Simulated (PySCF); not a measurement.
**Fractional electron number in F⁺ (fluorine, charge +1)**

The 2p beta orbital of [He] 2s2 2p4 is emptied in steps (occupation f), with all orbitals relaxed, ending at [He] 2s2 2p3. All numbers are calculated (PySCF 2.14, no relativity, point nucleus, in def2-TZVPPD). The exact energy is a straight line in f; departures are measured from the line between the end points of the same method.

```json
{"f": "1", "UHF (eV)": "0.000", "LDA (eV)": "0.000", "PBE (eV)": "0.000", "PBE0 (eV)": "0.000", "r2SCAN (eV)": "0.000", "LC-wPBE (eV)": "0.000", "BHandHLYP (eV)": "0.000", "wB97X (eV)": "0.000", "HSE06 (eV)": "0.000", "BLYP (eV)": "0.000"}
{"f": "0.75", "UHF (eV)": "0.402", "LDA (eV)": "-1.717", "PBE (eV)": "-1.689", "PBE0 (eV)": "-1.170", "r2SCAN (eV)": "-1.505", "LC-wPBE (eV)": "-0.674", "BHandHLYP (eV)": "-0.674", "wB97X (eV)": "-0.677", "HSE06 (eV)": "-1.246", "BLYP (eV)": "-1.704"}
{"f": "0.5", "UHF (eV)": "0.512", "LDA (eV)": "-2.298", "PBE (eV)": "-2.251", "PBE0 (eV)": "-1.556", "r2SCAN (eV)": "-1.987", "LC-wPBE (eV)": "-0.892", "BHandHLYP (eV)": "-0.908", "wB97X (eV)": "-0.893", "HSE06 (eV)": "-1.656", "BLYP (eV)": "-2.278"}
{"f": "0.25", "UHF (eV)": "0.369", "LDA (eV)": "-1.725", "PBE (eV)": "-1.680", "PBE0 (eV)": "-1.160", "r2SCAN (eV)": "-1.473", "LC-wPBE (eV)": "-0.657", "BHandHLYP (eV)": "-0.688", "wB97X (eV)": "-0.654", "HSE06 (eV)": "-1.232", "BLYP (eV)": "-1.709"}
{"f": "0", "UHF (eV)": "0.000", "LDA (eV)": "0.000", "PBE (eV)": "0.000", "PBE0 (eV)": "0.000", "r2SCAN (eV)": "0.000", "LC-wPBE (eV)": "0.000", "BHandHLYP (eV)": "0.000", "wB97X (eV)": "0.000", "HSE06 (eV)": "0.000", "BLYP (eV)": "0.000"}
```

```tsv
method	E(f=0) − E(f=1) (eV)	−ε at f=1 (eV)	−ε at f=0.5 (eV)
UHF	33.412	35.658	33.325
LDA	35.259	26.157	35.236
PBE	35.421	26.441	35.440
PBE0	35.258	29.026	35.282
r2SCAN	35.116	27.030	35.199
LC-wPBE	35.563	31.966	35.605
BHandHLYP	35.197	31.645	35.160
wB97X	35.159	31.538	35.218
HSE06	35.297	28.651	35.331
BLYP	35.521	26.482	35.505
```

Orbital energy along the path (eV):

| f | UHF | LDA | PBE | PBE0 | r2SCAN | LC-wPBE | BHandHLYP | wB97X | HSE06 | BLYP |
| --- | --- | --- | --- | --- | --- | --- | --- | --- | --- | --- |
| 1 | -35.658 | -26.157 | -26.441 | -29.026 | -27.030 | -31.966 | -31.645 | -31.538 | -28.651 | -26.482 |
| 0.75 | -34.409 | -30.647 | -30.907 | -32.140 | -31.156 | -33.774 | -33.371 | -33.370 | -31.980 | -30.949 |
| 0.5 | -33.325 | -35.236 | -35.440 | -35.282 | -35.199 | -35.605 | -35.160 | -35.218 | -35.331 | -35.505 |
| 0.25 | -32.370 | -39.864 | -39.954 | -38.394 | -39.121 | -37.377 | -37.004 | -36.992 | -38.635 | -40.091 |
| 0 | -31.520 | -44.430 | -44.276 | -41.361 | -42.878 | -38.957 | -38.901 | -38.473 | -41.775 | -44.584 |

Reference removal energy between the ground levels: 34.971 eV (measured; NIST Atomic Spectra Database, ionization energies). The calculation has no spin-orbit coupling. UHF lacks correlation.
